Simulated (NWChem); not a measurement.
Molecule: CoHOF, quartet; SMILES [F][Co][OH]

```xyz
4

Co     0.0106     0.0167     0.0000
F     -0.0049     1.7365     0.0000
O      0.0493    -1.7125     0.0000
H     -0.6384    -2.3799     0.0000
```
Atoms are numbered in this order, from 1.

Computed with NWChem. Spin-unrestricted. Geometry: optimised at PBE0/def2-SVP, spin-unrestricted. The spin multiplicity was typed, not searched, and may not be the lowest. No stability test was run on the SCF state.

**Question.** Taking B3LYP/def2-TZVPP as the yardstick, which of these has the fewest basis functions while keeping “highest occupied level (eV)” within 0.2 eV of it: B3LYP/def2-SVP; B3LYP/def2-TZVP; B3LYP/def2-SVPD?

**Answer.** B3LYP/def2-TZVP.
```json
[
 {"level": "B3LYP/def2-SVP", "basis functions": "64", "highest occupied level (eV)": "-6.39"},
 {"level": "B3LYP/def2-SVPD", "basis functions": "88", "highest occupied level (eV)": "-7.06"},
 {"level": "B3LYP/def2-TZVP", "basis functions": "113", "highest occupied level (eV)": "-7.28"},
 {"level": "B3LYP/def2-TZVPP", "basis functions": "140", "highest occupied level (eV)": "-7.33"}
]
```

The yardstick is one finite set, not the basis-set limit.
